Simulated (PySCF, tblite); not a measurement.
Parent: `[O:1]=[CH:2][C:3]1=[CH:4][C:5]([F:6])([F:7])[O:8]1` with O1–C2–C3–C4 0°, C4H2F2O2.

The geometries are computed with GFN2-xTB (gas phase). One conformer each, not checked by frequencies here.

| coordinate of the parent | value |
| --- | --- |
| O1=C2 | 1.199 Å |
| C2–C3 | 1.467 Å |
| C3=C4 | 1.346 Å |
| C4–C5 | 1.514 Å |
| C5–F6 | 1.334 Å |
| C5–F7 | 1.334 Å |
| C5–O8 | 1.416 Å |
| C3–O8 | 1.399 Å |
| O1–C2–C3 | 123.8° |
| C2–C3–C4 | 139.1° |
| C2–C3–O8 | 123.6° |
| C4–C3–O8 | 97.3° |
| C3–C4–C5 | 85.7° |
| C4–C5–F6 | 117.5° |
| C4–C5–F7 | 117.6° |
| C4–C5–O8 | 89.3° |
| F6–C5–F7 | 106.9° |
| F6–C5–O8 | 112.4° |
| F7–C5–O8 | 112.4° |
| C3–O8–C5 | 87.7° |

**Question.** In one relative the bonds that all share with the parent change as follows (parent's numbers): O1–C2 +0.005, C2–C3 +0.014, C3–C4 -0.004, C4–C5 0.000, C5–F6 +0.001, C5–O8 0.000, C3–O8 -0.002 Å. Which is it?
A. `[O:1]=[CH:2][C:3]1=[CH:4][C@:5]([F:6])([SiH2:7][F:8])[O:9]1` with O1–C2–C3–C4 -5°, C4–C5–Si7–F8 -39°
B. `[CH3:1][O:2][C:3](=[O:4])[C:5]1=[CH:6][C:7]([F:8])([F:9])[O:10]1` with C1–O2–C3–O4 0°, O2–C3–C5–C6 180°

**Answer.** B. The changes in all of them (Å):

```json
{"SMILES": "COC(=O)C1=CC(F)(F)O1", "O1–C2": "+0.005", "C2–C3": "+0.014", "C3–C4": "-0.004", "C4–C5": "0.000", "C5–F6": "+0.001", "C5–O8": "0.000", "C3–O8": "-0.002"}
{"SMILES": "O=CC1=C[C@](F)([SiH2]F)O1", "O1–C2": "+0.005", "C2–C3": "-0.014", "C3–C4": "+0.007", "C4–C5": "-0.022", "C5–F6": "+0.024", "C5–O8": "+0.026", "C3–O8": "-0.010"}
```

Atoms are paired thus: COC(=O)C1=CC(F)(F)O1: O1 = O4, C2 = C3, C3 = C5, C4 = C6, C5 = C7, F6 = F8, F7 = F9, O8 = O10; O=CC1=C[C@](F)([SiH2]F)O1: O1 = O1, C2 = C2, C3 = C3, C4 = C4, C5 = C5, F6 = F6, O8 = O9.
